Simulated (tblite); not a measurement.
Compound: C2H6B3NO3.
Z-matrix (Å and degrees, GFN2-xTB geometry), rows numbered from 1:
```
C 
N   1  1.4246
C   2  1.2617  1  120.73
B   3  1.5765  2  123.22  1  -180.00
O   4  1.3706  3  118.37  2  -178.26
B   5  1.3584  4  120.28  3   179.89
O   6  1.3595  5  119.97  4     0.11
B   7  1.3623  6  120.10  5     0.07
O   8  1.3563  7  119.86  6    -0.15
H   1  1.0911  2  107.93  3  -121.92
H   1  1.0998  2  113.90  3     0.24
H   1  1.0909  2  107.90  3   122.39
H   3  1.1064  2  120.22  1     0.01
H   6  1.1702  5  119.87  4  -179.91
H   8  1.1696  7  119.92  6   179.84
```

Level: GFN2-xTB in tblite, geometry and Hessian alike; calculated harmonic values, unscaled, isolated species. Against measured fundamentals such values can be off by several per cent, at times by over 20. Modes of hydrogen on boron can be 10 to 20 % off. One conformer, not necessarily the lowest.

Harmonic wavenumbers (cm⁻¹): 35.5, 87.0, 102.1, 188.9, 209.5, 226.3, 322.8, 357.6, 358.8, 528.4, 554.2, 609.1, 747.0, 776.3, 792.0, 805.0, 890.9, 943.2, 986.6, 1014.5, 1020.5, 1070.7, 1076.9, 1110.6, 1140.7, 1198.2, 1254.3, 1286.6, 1340.7, 1379.9, 1449.0, 1463.6, 1713.1, 2642.2, 2648.3, 2768.5, 2873.0, 2983.5, 3000.5.

A = 5292, B = 870.2, C = 750.8 MHz; mass 125.063 u (most abundant isotopes); point group Cs, symmetry number 1.

**Question.** Zero-point energy?

**Answer.** ½Σν̃ = 21978 cm⁻¹ = 62.84 kcal/mol.

**Question.** Give the ideal-gas entropy at 400 K and 1 bar in the rigid-rotor, harmonic-oscillator model (classical rotation).

**Answer.** Translation 41.87, rotation 29.80, vibration 34.76: S = 106.4 cal/(mol K).

**Question.** And Cp and H(400 K) − H(0)?

**Answer.** Cp = 42.69 cal/(mol K), of which vibrations give 34.74 (their classical limit is 39 R = 77.5); H(400 K) − H(0) = 10.30 kcal/mol without the zero-point energy, 7.12 from vibrations.

**Question.** How do the functions run with temperature in this model?

**Answer.** 
| T (K) | S (cal/(mol K)) | Cp (cal/(mol K)) | H − H(0) (kcal/mol) | G − H(0) (kcal/mol) | ln q(vib) |
| --- | --- | --- | --- | --- | --- |
| 100 | 68.6 | 17.5 | 1.25 | -5.61 | 1.70 |
| 200 | 83.3 | 25.8 | 3.42 | -13.24 | 4.01 |
| 300 | 95.4 | 34.5 | 6.43 | -22.18 | 6.29 |
| 500 | 116.7 | 49.5 | 14.92 | -43.44 | 10.76 |
| 800 | 143.3 | 63.0 | 32.02 | -82.59 | 17.11 |
| 1000 | 157.9 | 68.5 | 45.20 | -112.74 | 21.00 |

q(vib) and H(0) count from the zero-point level.

**Question.** What must be added to the electronic energy to get the Gibbs energy at 400 K and 1 bar?

**Answer.** ZPE + [H(400 K) − H(0)] − T·S = 62.84 + 10.30 − 42.57 = 30.57 kcal/mol.

**Question.** Which modes carry the vibrational entropy at 400 K?

**Answer.** 35.5 cm⁻¹: 6.08; 87.0 cm⁻¹: 4.30; 102.1 cm⁻¹: 3.99; 188.9 cm⁻¹: 2.79; 209.5 cm⁻¹: 2.60; 226.3 cm⁻¹: 2.45 cal/(mol K); the other 33 give 12.55 together.

Hindered rotation and anharmonicity are outside this model. Other conformers, if any are populated, would add a mixing term that is left out.
